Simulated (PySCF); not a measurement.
Geometry:
| atom | x (Å) | y (Å) | z (Å) |
| --- | --- | --- | --- |
| S1 | 2.529 | -0.805 | 0.335 |
| C2 | 0.828 | -0.340 | 0.127 |
| C3 | -0.181 | -1.258 | 0.384 |
| C4 | -1.509 | -0.913 | 0.218 |
| C5 | -1.845 | 0.360 | -0.211 |
| C6 | -0.848 | 1.281 | -0.464 |
| C7 | 0.491 | 0.947 | -0.297 |
| S8 | 1.679 | 2.207 | -0.647 |
| H9 | 2.275 | -2.040 | 0.759 |
| H10 | 0.078 | -2.254 | 0.716 |
| H11 | -2.277 | -1.643 | 0.425 |
| H12 | -2.879 | 0.636 | -0.343 |
| H13 | -1.091 | 2.279 | -0.798 |
| H14 | 2.751 | 1.542 | -0.226 |

Geometry: GFN2-xTB; GIAO absolute shieldings from PySCF 2.14.0 with density-fitted response routines, gas phase, non-relativistic, averaged over equivalent atoms.

At HSE06/ANO-RCC-VDZP (150 basis functions, 2.3 min wall time on 1 thread of an Intel Xeon, shared host):
| atoms | σ (ppm) |
| --- | --- |
| S1/S8 | 587.7 |
| C2/C7 | 54.8 |
| C3/C6 | 60.7 |
| C4/C5 | 64.3 |
| H10/H13 | 24.33 |
| H11/H12 | 24.49 |
| H9/H14 | 27.95 |

Question: What do these become at PBE0/pcSseg-1?

Answer: 
```csv
atoms,σ at PBE0/pcSseg-1,change
S1/S8,514.8,-72.9
C2/C7,49.9,-4.9
C3/C6,54.1,-6.6
C4/C5,56.8,-7.5
H10/H13,24.42,+0.09
H11/H12,24.56,+0.07
H9/H14,27.78,-0.17
```

The largest change is at S1/S8 (thiol sulfur). Cost: 180 basis functions, 34 s wall time on 1 thread of an Intel Xeon, shared host. The order of the carbon signals is the same at both levels.
